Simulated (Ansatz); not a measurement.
Input and output for `F[CH]1[GaH][Se]1`.

```yaml
crystal:
  periodic: [false, false, false]
  atoms:
    - {symbol: F, position_ang: [1.035744, -1.492472, -0.606807]}
    - {symbol: C, position_ang: [0.349399, -0.312741, -0.690107]}
    - {symbol: Ga, position_ang: [-0.148958, 0.606677, 0.909424]}
    - {symbol: Se, position_ang: [-1.637018, -0.511708, -0.338555]}
    - {symbol: H, position_ang: [0.552219, 0.134059, -1.593536]}
    - {symbol: H, position_ang: [-0.077436, 1.427662, 2.187141]}
basis:
  gaussian: {orbitals: aug-cc-pVDZ, nuclear_model: gaussian}
hamiltonian: {xc: {name: wB97X}}
```

```sh
$ ansatz run in.yaml --threads 4 --pin off --events-out ev --progress --plain --max-ram 10444MiB
```

Shortened log:

```
Functional definition: wB97X
1434 factors; integrals over basis functions are off by at most 7.0e-4 eV
491 factors; integrals over basis functions are off by at most 6.9e-6 eV
mean field evaluation 1: about -121510.4179 eV, gradient 3.0e1 eV
mean field evaluation 2: about -121511.1496 eV, gradient 2.9e1 eV
mean field evaluation 4: about -121512.7316 eV, gradient 1.7e0 eV
mean field evaluation 8: about -121512.7428 eV, gradient 1.6e-1 eV
mean field evaluation 16: about -121512.7429 eV, gradient 1.0e-4 eV
mean field -121512.74290269 eV, -4465.5109373784 hartree, gradient 2.7e-5 eV, S^2 0.000000; 0 other end points of the search recorded, 0 dependent functions left out
reference -121512.74285608 eV, -4465.5109356656 hartree; 41, 41 occupied and 95, 95 virtual orbitals, 1434 factors
Total energy: -121512.74285608 eV, -4465.5109356656 hartree
```

It took 6 s on 4 threads of an Arm Neoverse V2 on a shared host, with 0.53 GiB of host memory at the peak.
